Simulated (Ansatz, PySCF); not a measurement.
The pair A = CH4O (SMILES CO) (first 6 atoms), B = C2H6 (SMILES CC); geometry from B3LYP-D3(BJ)/def2-TZVP.
(charge 0, multiplicity 1):
```xyz
14

C     -0.6336     0.2408     0.0527
O      0.6830    -0.1554     0.4083
H     -1.2481    -0.6085    -0.2651
H     -0.5412     0.9309    -0.7846
H     -1.1428     0.7587     0.8730
H      0.6286    -0.7709     1.1462
C     -0.1220    -0.7592     3.7011
C      0.1489     0.7392     3.8048
H     -0.4977    -1.1658     4.6419
H      0.7881    -1.3119     3.4538
H     -0.8723    -0.9784     2.9371
H     -0.7623     1.2888     4.0482
H      0.5402     1.1355     2.8667
H      0.8812     0.9528     4.5854
```

Correlated levels freeze the cores.

Codes used: Ansatz (Gaussian basis) for Hartree–Fock, density functionals and correlated methods; PySCF for the dispersion terms. Each number belongs to the level named beside it.

The monomers are drawn apart, rigid, along the line of their centres of mass. Counterpoise-corrected interaction energies (kcal/mol):

```
level                   R = 4.565 Å  R = 5.630 Å
----------------------  -----------  -----------
PBE/def2-TZVPPD             -0.3703      -0.0731
PBE-D3(BJ)/def2-TZVPPD      -0.8464      -0.2179
wB97M-V/def2-TZVPPD         -0.6211      -0.1796
CCSD(T)/aug-cc-pVDZ         -0.5928      -0.1636
```

Question: R is the distance of the centres of mass. Find the local exponent m of E ∝ R⁻ᵐ between the two points.

Answer: 
m = ln(E₁/E₂)/ln(R₂/R₁): PBE/def2-TZVPPD 7.7; PBE-D3(BJ)/def2-TZVPPD 6.5; wB97M-V/def2-TZVPPD 5.9; CCSD(T)/aug-cc-pVDZ 6.1. For scale, two fixed dipoles give m = 3, dipole and quadrupole 4, quadrupoles 5, and dispersion or dipole-induced dipole 6 at long range; at these distances several terms mix, and what is left of overlap and damping shifts m, so it need not match one of them.

Ansatz is a program for electronic structure.
